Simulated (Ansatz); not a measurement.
```xyz
9

C     1.2647   -0.0378    0.7112
O    -0.1514   -0.0277    0.7331
Si   -1.0932    0.1368   -0.5747
Cl   -0.6483   -1.3053   -1.9598
I    -3.3778   -0.0817    0.1743
H     1.6400   -0.8893    0.1371
H     1.6615    0.8869    0.2801
H     1.6102   -0.1225    1.7413
H    -0.9059    1.4405   -1.2427
```

The species carries charge 0 and has multiplicity 1. I takes the def2 core potential.

(1) List the PBE/def2-TZVPP orbital energies in eV (the Gaussian-basis code of Ansatz). (Best estimate.)

Results:

(1) Ansatz gave: Occupied: -2739.15, -1781.70, -510.93, -270.60, -249.74, -190.42, -190.27, -190.27, -179.96, -139.21, -127.32, -127.10, -127.10, -96.00, -95.96, -95.90, -49.44, -49.36, -49.36, -49.18, -49.18, -25.98, -20.78, -17.90, -17.30, -13.59, -11.68, -11.55, -11.44, -9.84, -9.18, -8.39, -8.06, -7.68, -7.35, -6.78, -6.73. Lowest empty: -1.42, -0.44, -0.20, 0.87, 0.99, 1.75, 2.26, 2.33.
